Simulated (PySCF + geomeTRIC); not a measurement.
Species: H2B, SMILES `[BH2]` (charge 0, multiplicity 2).

Problem. Give a relaxed geometry from TPSSh-D3(BJ)/def2-TZVP in PySCF + geomeTRIC.

Solution. the end point of this relaxation (outside a Z-matrix the atoms follow the SMILES, hydrogens last).
Cartesian coordinates (Å) in one orientation:
```xyz
3

B     -0.001     0.341     0.000
H      1.076    -0.169     0.000
H     -1.075    -0.172     0.000
```
